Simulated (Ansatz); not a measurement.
`FCBr` + H• → `F[CH]Br`• + H₂ at 298.15 K and 1 bar (hydrogen abstraction from a C–H bond).

Gas-phase electronic energies from Ansatz, PBE0-D4/def2-TZVP geometries. CCSD(T)/CBS adds triple-zeta CCSD(T) − MP2 to the extrapolated MP2 energy (def2 sets, frozen cores). This one scheme is used for every species, atoms too. Open shells (•) are unrestricted, without spin–orbit coupling. For Br outer-core shells are correlated without core-valence functions, so the limit isn't a true one: a few kJ/mol of doubt a bond, and 10 to 20 or more in all where bonds break to atoms. Scalar relativity is left out up to krypton.

```csv
species,CCSD(T)/CBS energy (Eh),H − E (kJ/mol),S (J/(mol·K))
`FCBr`,-2712.35054,91.8,275.9
H•,-0.50000,6.2,114.7
`F[CH]Br`•,-2711.67922,56.0,279.7
H₂,-1.17544,35.1,130.4
```

H − E and S are ideal-gas, rigid-rotor, harmonic terms from PBE0-D4/def2-TZVP, for one conformer and one mirror image of each species, with the whole ground term of open shells counted as degenerate. The MP2-based limit puts H₂ 0.8 mEh under its directly extrapolated value; such offsets cancel only in part. 1 Eh = 2625.50 kJ/mol, R = 8.31446 J/(mol·K).

Task: By hand: ΔE, ΔH, ΔS and ΔG.

Result: ΔE = (-2711.67922) + (-1.17544) − (-2712.35054) − (-0.50000) = -0.00412 Eh = -10.8 kJ/mol. Δ(H − E) = 56.0 + 35.1 − 91.8 − 6.2 = -6.9, so ΔH = -17.7 kJ/mol. ΔS = 279.7 + 130.4 − 275.9 − 114.7 = 19.5 J/(mol·K). ΔG = -17.7 − 298.15 × (19.5)/1000 = -23.5 kJ/mol.

Task: By hand: the equilibrium constant, and the temperature at which ΔG would vanish if ΔH and ΔS stayed fixed.

Result: log₁₀ K = −ΔG/(RT ln 10) = 4.1. ΔH and −TΔS have one sign here, so there is no such temperature.

ΔH outweighs TΔS. A doubt of 5 kJ/mol in ΔE shifts log₁₀ K by 0.9 here. Other conformers and mirror images would add mixing entropy, several J/(mol·K) or more a flexible species. These are equilibria of isolated gas molecules and say nothing of rates. Largest T1 diagnostic: 0.014 (customary marks: 0.02 for closed shells, 0.045 for open ones).
